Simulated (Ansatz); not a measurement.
Ansatz results at the PBE0-D4/def2-TZVP geometry: zero-point energy (PBE0-D4/def2-TZVP) 152.5 kJ/mol; size of the dipole moment (PBE/def2-TZVPP) 1.30 D; ideal-gas entropy at 298 K and 1 bar (rigid rotor, harmonic PBE0-D4/def2-TZVP) 356 J/(mol·K).

Problem. Which molecule gave them?
A. `C#[C][Sn]([F])([F])[F]`
B. `[SH][SnH]([Cl])[Cl]`
C. `C[Se][SnH3]`
D. `[F][Sn]([F])([Cl])[Cl]`

Solution. C. The others give `[F][Sn]([F])([Cl])[Cl]`: 17.0, 1.41, 361; `[SH][SnH]([Cl])[Cl]`: 48.1, 2.27, 378; `C#[C][Sn]([F])([F])[F]`: 64.9, 3.87, 367.
